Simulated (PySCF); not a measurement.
## How the method moves the HOMO and LUMO of `CS[SiH2]P`

Species: CH7PSSi.
Structure used (PBE0-D3(BJ)/def2-SVP), in Å, numbered top down from 1:
```
atom  x, y, z in Å
C1    -2.394    0.042    0.040
S2    -0.925    0.795    0.812
Si3    0.623   -0.237   -0.245
P4     2.563    0.612    0.550
H5    -2.418    0.228   -1.043
H6    -2.440   -1.039    0.235
H7    -3.269    0.520    0.500
H8     0.595   -1.706    0.039
H9     0.448   -0.057   -1.722
H10    3.328   -0.010   -0.485
H11    2.414    1.834   -0.175
```

Basis pcSseg-2 throughout (PySCF), one geometry. Isolated species at its PBE0-D3(BJ)/def2-SVP geometry (one conformer only).

Question: How do the orbital energies, the gap and the dipole change with the method?

Answer: 
```
   method                    kind  HOMO (eV)  LUMO (eV)  gap (eV)  μ (D)  SCF cycles
     BLYP                     GGA      -5.65      -0.98      4.67   1.79          14
    B97-D                     GGA      -5.77      -0.95      4.82   1.87          14
      PBE                     GGA      -5.80      -1.08      4.72   1.88          14
     OPBE                     GGA      -5.81      -0.93      4.88   1.97          15
      KT2                     GGA      -5.87      -1.16      4.70   1.85          15
      LDA                     LDA      -5.88      -1.28      4.60   1.96          13
      KT3                     GGA      -5.89      -1.13      4.76   1.83          14
     BP86                     GGA      -5.89      -1.10      4.80   1.88          14
    B97-2           global hybrid      -6.76      -0.24      6.51   1.97          12
    B3LYP           global hybrid      -6.76      -0.49      6.28   1.89          12
     PBE0           global hybrid      -7.00      -0.26      6.74   1.99          12
 mPW1PW91           global hybrid      -7.02      -0.25      6.77   1.98          12
BHandHLYP           global hybrid      -8.06       0.51      8.58   2.00          12
CAM-B3LYP  range-separated hybrid      -8.31       0.65      8.95   1.99          12
  wB97X-D  range-separated hybrid      -8.84       1.45     10.30   2.06          12
  LC-wPBE  range-separated hybrid      -9.69       1.78     11.48   2.14          12
       HF            Hartree–Fock      -9.76       2.42     12.18   2.18          10
```

The HOMO spans 4.12 eV, from BLYP down to HF, and the gap runs from 4.60 eV (LDA) to 12.18 eV (HF). Over the methods BLYP (0 %), B97-D (0 %), PBE (0 %), OPBE (0 %), KT2 (0 %), LDA (0 %), KT3 (0 %), BP86 (0 %), B97-2 (21 %), B3LYP (20 %), PBE0 (25 %), mPW1PW91 (25 %), BHandHLYP (50 %), HF (100 %), a straight line through the gap against the share of exact exchange rises by 0.75 eV for each 10 % (correlation coefficient 0.999). The dipole ranges from 1.79 D (BLYP) to 2.18 D (HF). This basis has no diffuse functions.
